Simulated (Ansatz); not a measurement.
A search over several starts for the lowest SCF solution of the cluster HfS₂⁻ at the given spin, in a small basis.

```yaml
crystal:
  periodic: [false, false, false]
  atoms:
    - {symbol: Hf, position_ang: [-0.279630, 0.300427, 0.909482]}
    - {symbol: S, position_ang: [-0.930225, -1.594130, -0.306772]}
    - {symbol: S, position_ang: [1.209855, 1.293703, -0.602710]}
basis:
  gaussian: {orbitals: def2-SVP, initial_orbitals: start.molden}
total_charge: -1
magnetization: {spin_polarized: true, initial_magnetization: 3}
hamiltonian: {xc: pbe0, dispersion: d4}
output: {orbitals: {seedname: orbitals}}
```

The file start.molden holds the orbitals of an earlier run on this structure, at another level or in another basis.

```sh
$ ansatz run in.yaml --threads 4 --pin off --events-out ev --progress --plain --max-ram 3916MiB
```

It prints (some lines left out):

```
Functional definition: PBE0
640 factors; integrals over basis functions are off by at most 7.0e-4 eV
mean field evaluation 1: about -22963.4828 eV, gradient 2.3e1 eV
mean field evaluation 2: about -22963.6433 eV, gradient 5.4e-1 eV
mean field evaluation 4: about -22963.7442 eV, gradient 8.9e-3 eV
mean field evaluation 8: about -22963.7442 eV, gradient 1.1e-5 eV
mean field evaluation 16: about -22963.7436 eV, gradient 4.8e-1 eV
mean field evaluation 32: about -22963.7484 eV, gradient 3.1e-3 eV
mean field evaluation 64: about -22963.7442 eV, gradient 1.6e-5 eV
mean field -22963.74840600 eV, -843.9021885328 hartree, gradient 2.1e-6 eV, S^2 3.762611; 7 other end points of the search recorded, 0 dependent functions left out
reference -22963.74844013 eV, -843.9021897869 hartree; 24, 21 occupied and 44, 47 virtual orbitals, 640 factors
Total energy: -22963.85204599 eV, -843.9059972321 hartree
```

Run time 20 s (4 threads of Intel Xeon on a shared host).

In the def2 sets Hf takes a core potential; there is no spin–orbit coupling. The highest occupied level of the charge -1 quartet lies above zero (up to 0.39 eV). The electron is either unbound and held by the finite basis, or the level is raised by self-interaction error. At PBE0-D4/def2-TZVPD a doublet of charge -1 lies 2.18 eV below the quartet, each at its own geometry. The structure comes from a short search, and lower isomers may exist.
